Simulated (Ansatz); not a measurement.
Consider the ligand exchange at the Si–S bond: `CO[SiH2]S[SiH2]F` + `SS` → `F[SiH2]SS` + `CO[SiH2]S`.

Computed with Ansatz on PBE0-D4/def2-TZVP structures; ΔE is electronic, products minus reactants. CBS: MP2 limit from def2 TZ/QZ plus the TZ coupled-cluster correction, frozen cores. This one scheme is used for every species. Functionals use def2-TZVPP. One conformer a species, not always the lowest.

`CO[SiH2]S[SiH2]F`:

Z-matrix (Å, degrees):
```
C
O 1 1.412
H 1 1.095 2 111.9
H 1 1.092 2 109.5 3 120.4
H 1 1.092 2 109.0 3 -120.6
Si 2 1.631 1 126.7 3 -1.6
S 6 2.149 2 112.0 1 -108.3
H 6 1.485 2 109.0 1 13.1
H 6 1.480 2 109.8 1 135.5
Si 7 2.112 6 98.7 2 32.5
F 10 1.602 7 110.8 6 54.6
H 10 1.478 7 112.6 6 -64.2
H 10 1.479 7 106.6 6 172.6
```

`SS`:

```xyz
4

S    -0.376    0.661   -0.829
S     0.427    0.257    1.009
H     0.362   -0.191   -1.564
H    -0.412   -0.727    1.384
```

`F[SiH2]SS`:

Cartesian coordinates in Å:
```
F -0.114 -1.592 -1.823
Si 0.173 -0.755 -0.491
S -1.461 0.580 -0.174
S -0.506 1.222 1.544
H 0.280 -1.700 0.639
H 1.416 0.022 -0.695
H 0.212 2.223 1.001
```

`CO[SiH2]S`:

Cartesian coordinates in Å:
```
C 1.024 0.249 1.305
O -0.034 -0.392 0.628
Si -0.698 0.212 -0.743
S -2.031 -1.207 -1.581
H 1.396 -0.430 2.074
H 1.850 0.493 0.627
H 0.686 1.171 1.790
H 0.396 0.555 -1.690
H -1.531 1.412 -0.474
H -1.058 -2.064 -1.935
```

| level | ΔE (kJ/mol) | difference from CCSD(T)/CBS |
| --- | --- | --- |
| PBE-D4 | 7.3 | -1.5 |
| r2SCAN-D4 | 9.3 | 0.5 |
| ωB97X-V | 11.2 | 2.4 |
| ωB97M-V | 9.3 | 0.5 |
| r2SCAN | 7.9 | -0.9 |
| PBE0 | 4.9 | -3.9 |
| MP2/def2-TZVPP | 7.8 | -1.0 |
| HF/def2-QZVPP | 11.5 | 2.7 |
| MP2/def2-QZVPP | 8.0 | -0.8 |
| SCS-MP2/def2-QZVPP | 8.5 | -0.3 |
| CCSD(T)/CBS | 8.8 | 0 |

Largest T1 diagnostic among the species: 0.012.

The D4 term adds +6.5 kJ/mol with B3LYP and +4.0 kJ/mol with PBE0; it sums over pairs of atoms, weighted by their polarisabilities, and B3LYP, whose exchange is more repulsive, gets the larger term.

B3LYP here is the variant with VWN-RPA as its local correlation; programs differ in this.
